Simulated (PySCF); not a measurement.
ZnH₂, SMILES [ZnH2]. Atoms are numbered in the order given.

```xyz
3

Zn     0.0000     0.0000     0.0000
H      0.0000     0.0000    -1.5458
H      0.0000     0.0000     1.5458
```

Geometry: PBE-D3(BJ)/def2-TZVPD. The isomer is the one that the SMILES or the coordinates give; other isomers of the formula were not compared.

Method: M06-2X/def2-TZVPD run with PySCF.

Mulliken values depend strongly on the basis, most of all with diffuse functions as here. ESP charges are fitted to the potential on shells at 1.4 to 2.0 van der Waals radii. Atomic charges (e):

```tsv
atom	Mulliken	meta-Löwdin	ESP fit
Zn1	0.18	0.92	0.68
H2	-0.09	-0.46	-0.34
H3	-0.09	-0.46	-0.34
```
